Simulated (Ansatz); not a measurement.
**Which is lower?**

The two ends of one reaction step of Si2H7Cl2O2F, singlet (PBE0-D4/def2-TZVP).

A:

```xyz
14
angstrom
Si -0.4517 -0.5000 -0.2734
Si -0.8556 -1.7550 1.6501
Cl -1.8961 -0.1973 -1.7175
Cl 0.4271 -2.3127 -1.2618
O 1.1370 0.2263 -0.7919
H 0.0464 2.6551 -0.4130
F -0.6742 0.9952 0.4592
H 1.4339 3.3424 -0.4941
O 0.8525 2.7262 -0.9474
H -1.6517 -1.0018 2.6564
H 0.4653 -2.0951 2.2459
H -1.5635 -3.0059 1.2827
H 1.5647 -0.3171 -1.4709
H 1.1659 1.2397 -0.9245
```

B:

Si1  (-0.841, -0.966, -2.069)
Si2  (0.086, -0.336, 2.486)
Cl3  (-0.146, -1.082, -3.969)
Cl4  (0.425, -2.014, -0.862)
O5  (-1.045, 0.532, -1.558)
H6  (1.354, 1.333, 0.267)
F7  (-2.242, -1.688, -2.037)
H8  (1.343, 0.206, 1.887)
O9  (1.123, 1.763, -0.564)
H10  (-0.078, 0.283, 3.825)
H11  (0.218, -1.805, 2.611)
H12  (-1.056, 0.025, 1.614)
H13  (-0.268, 1.041, -1.238)
H14  (1.129, 2.707, -0.393)
(Å)

Program: Ansatz 0.2.0. Basis: def2-TZVPP. Cores are frozen in the correlated methods. B3LYP uses VWN-RPA correlation.

Problem. Which structure is lower at CCSD(T), and by how much? (To be estimated.)

Solution. The calculation gives: B, by 149.9 kJ/mol (electronic energy, against the other). By their contacts, A is a complex of Si₂H₅Cl₂OF ([OH2][Si]([F])([SiH3])([Cl])[Cl]) + H₂O and B is a complex of SiHCl₂OF ([OH][Si]([F])([Cl])[Cl]) + SiH₄ + H₂O.

All methods give the same order:

| method | E(B) − E(A) (kJ/mol) |
| --- | --- |
| SPW92 | -74.1 |
| PBE-D4 | -113.1 |
| BLYP-D4 | -140.4 |
| r2SCAN-D4 | -131.5 |
| B97M-V | -143.7 |
| PBE0-D4 | -122.9 |
| B3LYP-D4 | -145.5 |
| r2SCAN0-D4 | -135.8 |
| BHLYP-D4 | -155.8 |
| CAM-B3LYP-D4 | -146.3 |
| wB97X-V | -139.8 |
| wB97M-V | -138.5 |
| B2PLYP | -153.6 |
| PBE-QIDH | -136.6 |
| RPA on PBE | -154.7 |
| HF | -208.3 |
| MP2 | -150.0 |
| CCSD | -158.9 |
| CCSD(T) | -149.9 |

The T1 diagnostic stays at or below 0.011.

Labels in which every atom is bracketed show which atoms are joined, not bond orders.

For scale, one of the runs: CCSD(T)/def2-TZVPP, 359 basis functions, launched by `ansatz run in.yaml --threads 4 --pin off --events-out ev --progress --plain --max-ram 66560MiB --backend cuda --devices 0, --max-vram 37GiB`. Hardware: 4 CPU threads of an AMD EPYC 7R13 and a share of one NVIDIA H100, shared host. Wall time 20 s; peak host memory 0.9 GiB.
